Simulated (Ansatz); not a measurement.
Energy needed to pull apart HTe (SMILES [TeH]), doublet, into free ground-state atoms, from the structure below (displaced at random from a GFN2-xTB minimum); no zero-point or spin–orbit terms; open-shell atoms are treated unrestricted, in their ground-state multiplicity.

| atom | x (Å) | y (Å) | z (Å) |
| --- | --- | --- | --- |
| Te1 | -0.6890 | 0.2070 | -0.3990 |
| H2 | 0.6746 | -0.2984 | 0.4180 |

Program: Ansatz 0.2.0. Basis: def2-TZVPP. Cores are frozen in the correlated methods; orbitals are unrestricted. Filled d shells of the heavier atoms are correlated. Core potentials replace the inner electrons of the atoms past krypton. The def2 sets are not built for correlating such inner shells, so the correlated values are less sure here.

```json
{"method": "PBE-D4", "atomization energy (kJ/mol)": "?"}
{"method": "revPBE-D4", "atomization energy (kJ/mol)": "283"}
{"method": "r2SCAN-D4", "atomization energy (kJ/mol)": "287"}
{"method": "PBE0-D4", "atomization energy (kJ/mol)": "283"}
{"method": "r2SCANh-D4", "atomization energy (kJ/mol)": "284"}
{"method": "wB97M-V", "atomization energy (kJ/mol)": "?"}
{"method": "HF", "atomization energy (kJ/mol)": "182"}
{"method": "MP2", "atomization energy (kJ/mol)": "266"}
{"method": "CCSD", "atomization energy (kJ/mol)": "276"}
{"method": "CCSD(T)", "atomization energy (kJ/mol)": "281"}
```

Question: What does PBE-D4 give? (An estimate is asked for; the value comes from the calculation.)

Answer: By the calculation: 290 kJ/mol, which is about 9 kJ/mol more than CCSD(T)/def2-TZVPP.

Question: What does wB97M-V give? (Judge from chemistry; the value comes from the calculation.)

Answer: By the calculation: 286 kJ/mol, which is about 4 kJ/mol more than CCSD(T)/def2-TZVPP.

In triple zeta the MP2 and coupled-cluster atomization energies are still short of their basis limit by a few kcal/mol a bond, whereas those of the functionals are nearly converged, so these differences are not deviations from converged CCSD(T).

No T1 diagnostic of these runs exceeds 0.010. ⟨S²⟩ of the unrestricted Hartree–Fock references: 0.76 (a pure state has 0.75).

For scale, one of the runs: CCSD(T)/def2-TZVPP forces, 64 basis functions (an equivalent command: `ansatz run in.yaml --threads 4`). The run took about 5.5 s on 4 CPU threads (shared host).
